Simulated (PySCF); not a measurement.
SMILES c1c(C)ccc(S)c1 at its GFN2-xTB optimised geometry (Å):

```
16

C     -1.6653    -2.1869    -0.0128
C     -0.8884    -0.9060     0.0000
C     -1.5494     0.3182    -0.0017
C     -0.8475     1.5063    -0.0020
C      0.5418     1.4888    -0.0006
S      1.4034     3.0349     0.0025
C      1.2161     0.2771     0.0000
C      0.4997    -0.9060     0.0000
H     -1.0226    -3.0349     0.2095
H     -2.4707    -2.1542     0.7187
H     -2.1133    -2.3439    -0.9943
H     -2.6296     0.3400    -0.0017
H     -1.3674     2.4525    -0.0019
H      2.6296     2.5144     0.0018
H      2.2968     0.2537     0.0014
H      1.0357    -1.8443     0.0012
```

Method: PBE0/def2-TZVP (PySCF). Cells within 0.4 Å of a nucleus heavier than hydrogen are left out (blank, or x).

Map of the Laplacian of the electron density (e/bohr⁵), clipped to [-1.50, 1.50] on the plane z = 0.0 Å:

```
|5555555555555555555555555|
|5555555555555555555555555|
|5555555555555555555555555|
|5555555555555555555555555|
|5555555555555544455555555|
|555555555555559x955555555|
|555555555455559x923555555|
|5555555550455534543555555|
|5555555553x44x35555555555|
|5555555554x51xx5555555555|
|5555555552355415555555555|
|55555502xx5555xx205555555|
|555555546x55555x325555555|
|5555555553355425555555555|
|5555555554x20x75555555555|
|5555555553355325555555555|
|55555555x2555505555555555|
|55555554xx555555555555555|
|5555555552455555555555555|
|5555555555455555555555555|
|5555555555555555555555555|
|5555555555555555555555555|
|5555555555555555555555555|
|5555555555555555555555555|
|5555555555555555555555555|
```
Scale: ten equal steps from -1.50 (start of '0') to 1.50 (end of '9'), in the order '0123456789'; x runs from -5.50 to 5.50, y from -5.50 (bottom) to 5.50 (top).
